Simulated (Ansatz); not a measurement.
C3H9MgNO, SMILES `CC(C)[O][Mg][NH2]`. Charge 0, multiplicity 1.

```tsv
atom	x (Å)	y (Å)	z (Å)
C1	-1.2311	-1.4946	0.5520
C2	0.2048	-1.0081	0.4276
C3	0.8904	-1.6250	-0.7821
O4	0.2486	0.3710	0.3635
Mg5	0.2087	2.1192	0.1214
N6	0.1821	3.9854	-0.1102
H7	-1.2786	-2.5824	0.6527
H8	-1.8024	-1.2064	-0.3361
H9	-1.7085	-1.0471	1.4268
H10	0.7494	-1.3436	1.3270
H11	0.3631	-1.3391	-1.6976
H12	0.9053	-2.7167	-0.7210
H13	1.9211	-1.2705	-0.8554
H14	0.8154	4.6497	0.3080
H15	-0.4684	4.5084	-0.6765
```

Question: What are the harmonic wavenumbers in cm⁻¹ at PBE0-D4/def2-TZVP (Ansatz, finite differences of forces, unscaled)? (An estimate is asked.)

Answer: Ansatz gave: 13, 35, 47, 137, 145, 237, 271, 275, 323, 433, 438, 536, 537, 767, 875, 913, 931, 1065, 1153, 1179, 1273, 1359, 1370, 1383, 1395, 1470, 1473, 1481, 1496, 1558, 2946, 3034, 3039, 3107, 3115, 3121, 3124, 3588, 3669.
